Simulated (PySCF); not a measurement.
Species: C4H2F2O2.
Z-matrix (Å and degrees, GFN2-xTB geometry), rows numbered from 1:
```
O 
C   1  1.1898
O   2  1.3586  1  123.91
C   3  1.4097  2  111.76  1   179.98
C   4  1.4957  3  104.34  2     0.11
F   5  1.3245  4  120.68  3   179.91
C   5  1.3346  4  109.21  3    -0.09
F   7  1.3246  2  122.65  1    -0.06
H   4  1.0968  3  109.54  2  -120.37
H   4  1.0968  3  109.56  2   120.68
```

The closed-shell SCF was solved with PySCF and density fitting under several settings on one GFN2-xTB geometry (grid level 2 and gas phase unless stated).

| settings | basis functions | SCF cycles | E (Eh) | HOMO (eV) | LUMO (eV) | dipole (D) |
| --- | --- | --- | --- | --- | --- | --- |
| PBE0/pcSseg-1 | 146 | 14 | -503.1579 | -8.38 | -1.50 | 4.11 |
| PBE0/def2-SVPD | 188 | 14 | -502.8632 | -8.51 | -1.61 | 4.13 |

Q: Estimate the rows for these settings: (1) PBE0/aug-cc-pVDZ, IEF-PCM tetrahydrofuran, fitting basis def2-qzvpp-jkfit, level shift 0.3 Eh; (2) PBE/pcSseg-1; (3) PBE0/Sadlej pVTZ, IEF-PCM cyclohexane.

A: 
```json
{"settings": "PBE0/aug-cc-pVDZ, IEF-PCM tetrahydrofuran, fitting basis def2-qzvpp-jkfit, level shift 0.3 Eh", "basis functions": "202", "SCF cycles": "14", "E (Eh)": "-503.2874", "HOMO (eV)": "-8.16", "LUMO (eV)": "-1.31", "dipole (D)": "5.30"}
{"settings": "PBE/pcSseg-1", "basis functions": "146", "SCF cycles": "17", "E (Eh)": "-503.1716", "HOMO (eV)": "-6.93", "LUMO (eV)": "-2.34", "dipole (D)": "3.94"}
{"settings": "PBE0/Sadlej pVTZ, IEF-PCM cyclohexane", "basis functions": "210", "SCF cycles": "14", "E (Eh)": "-503.3612", "HOMO (eV)": "-8.28", "LUMO (eV)": "-1.41", "dipole (D)": "4.64"}
```

Q: Over all rows, what range does the HOMO–LUMO gap span?

A: From 4.59 eV (PBE/pcSseg-1) to 6.90 eV (PBE0/def2-SVPD). The functional of the narrowest has no exact exchange, that of the widest 25 % exact exchange.

Q: And the dipole moment?

A: From 3.94 D (PBE/pcSseg-1) to 5.30 D (PBE0/aug-cc-pVDZ, IEF-PCM tetrahydrofuran, fitting basis def2-qzvpp-jkfit, level shift 0.3 Eh); the largest is 1.35 times the smallest, and the median is 4.13 D.

Q: Compare two rows with the functional PBE0: PBE0/pcSseg-1 and PBE0/def2-SVPD. Which energy is lower, and by how much?

A: PBE0/pcSseg-1 (146 functions) lies 0.2947 Eh or 185 kcal/mol below PBE0/def2-SVPD (188 functions). The smaller set gives the lower energy; the two sets aren't nested, so the variational bound doesn't order them by size.

Whole jobs, the steps after the SCF included, on Arm Neoverse V2, one thread (shared host):

| settings | work after the SCF | wall time | peak memory |
| --- | --- | --- | --- |
| PBE0/pcSseg-1 | shieldings, ring-centre shieldings, charges and field gradients | 12 s | 0.67 GiB |
| PBE0/def2-SVPD | 6 singlets by full TDDFT, 2 Tamm–Dancoff triplets, polarisability | 22 s | 0.75 GiB |
| PBE0/aug-cc-pVDZ, IEF-PCM tetrahydrofuran, fitting basis def2-qzvpp-jkfit, level shift 0.3 Eh | spin–spin couplings from 8 perturbed nuclei, spin–dipole term for 2 of them | 33 s | 0.91 GiB |
| PBE/pcSseg-1 | shieldings, ring-centre shieldings | 16 s | 0.62 GiB |
| PBE0/Sadlej pVTZ, IEF-PCM cyclohexane | shieldings, ring-centre shieldings | 23 s | 0.89 GiB |

Cycle counts include a coarse-grid stage where the run had one. The species at its GFN2-xTB geometry.
